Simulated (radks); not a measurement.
Species: Yb. Configuration: [Xe] 4f14 6s2 (the NIST ground configuration).

Calculated with a radial shooting solver on a logarithmic mesh with Libxc functionals: scalar-relativistic Kohn-Sham, PBE, spin-polarised, spherical densities, finite nucleus; Fermi nuclear charge, rms radius 5.3108 fm.

Energy parts (hartree):
part                       energy
total                 -14058.1415
kinetic                15316.0968
electron-nucleus      -34602.5144
Hartree                 5521.0280
exchange-correlation    -292.7519

Orbitals (lengths in bohr, moments of r in powers of bohr; <r^-3> diverges for s and p1/2):
| orbital | occ. | eigenvalue (hartree) | <r> | <r^2> | <r^-3> | <r^4> |
|---|---|---|---|---|---|---|
| 1s | 2 | -2250.055 | 0.01966 | 0.0005300 | - | 7.557e-07 |
| 2s | 2 | -381.2344 | 0.08334 | 0.008211 | - | 0.0001162 |
| 2p | 6 | -336.0486 | 0.07415 | 0.006714 | 15970 | 0.00008918 |
| 3s | 2 | -85.93041 | 0.2167 | 0.05369 | - | 0.004343 |
| 3p | 6 | -72.30411 | 0.2162 | 0.05419 | 3484 | 0.004611 |
| 3d | 10 | -55.70072 | 0.1961 | 0.04510 | 458.0 | 0.003595 |
| 4s | 2 | -16.90441 | 0.4879 | 0.2688 | - | 0.1052 |
| 4p | 6 | -12.43099 | 0.5182 | 0.3057 | 790.1 | 0.1401 |
| 4d | 10 | -6.53929 | 0.5600 | 0.3643 | 87.40 | 0.2175 |
| 5s | 2 | -2.01787 | 1.208 | 1.647 | - | 4.094 |
| 5p | 6 | -1.00798 | 1.451 | 2.407 | 94.47 | 9.368 |
| 6s | 2 | -0.14404 | 3.926 | 17.64 | - | 508.1 |
| 4f | 14 | -0.11101 | 0.7914 | 0.8884 | 12.28 | 3.560 |

The highest occupied level is 4f at -3.021 eV. For comparison, the ionisation energy in NIST's Atomic Spectra Database is 6.254 eV (measured). In exact Kohn-Sham theory the highest level is minus the ionisation energy, but local and semilocal functionals leave it too shallow, through self-interaction and a potential that decays too fast; potentials with the right tail come closer. Summed over all electrons, <r^2> = 72.41 bohr^2, which gives a Langevin (diamagnetic) susceptibility term of -57.3 x 10^-6 cm^3/mol. The electron density at the nucleus is 1.085e+06 e/bohr^3 (large components only). The density falls to 0.001 e/bohr^3 at r = 5.05 bohr.
